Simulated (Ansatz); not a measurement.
Cartesian coordinates in Å:
```
O -0.182 -0.873 2.136
Si -0.221 0.723 1.700
S 1.132 1.002 0.095
Ge 0.195 -0.435 -1.336
O 0.090 0.365 -2.916
H -0.841 -1.165 2.768
H 0.270 1.608 2.803
H 1.112 -1.634 -1.578
H -1.201 -0.804 -0.804
H -0.355 1.215 -2.868
```

Total charge 0; spin multiplicity 2.

Task: List the r2SCAN/def2-TZVPP orbital energies in eV (Ansatz 0.2.0). (Estimate.)

Result: Computed: α occupied: -10835.05, -2409.06, -1792.18, -1350.09, -1200.15, -1200.13, -1200.12, -516.36, -515.81, -213.51, -168.33, -157.55, -157.51, -157.42, -142.45, -118.07, -118.01, -117.96, -97.40, -97.32, -97.29, -31.47, -31.33, -31.28, -31.23, -31.23, -26.90, -25.87, -18.87, -14.70, -14.22, -12.09, -11.64, -10.04, -9.85, -9.50, -8.86, -8.41, -8.14, -7.48, -7.04, -5.08. α empty: -0.73, -0.41, -0.05, 0.10, 0.82, 1.23, 1.79, 2.24. β occupied: -10835.05, -2409.04, -1792.09, -1350.09, -1200.15, -1200.13, -1200.12, -516.26, -515.80, -213.50, -168.33, -157.54, -157.48, -157.40, -142.39, -118.07, -118.01, -117.96, -97.26, -97.23, -97.18, -31.47, -31.33, -31.28, -31.23, -31.23, -26.73, -25.87, -18.76, -14.62, -14.12, -11.96, -11.35, -9.94, -9.65, -9.34, -8.72, -8.34, -7.98, -7.46, -6.87. β empty: -2.77, -0.57, -0.34, 0.20, 0.55, 0.92, 1.52, 2.00. ⟨S²⟩ = 0.754.
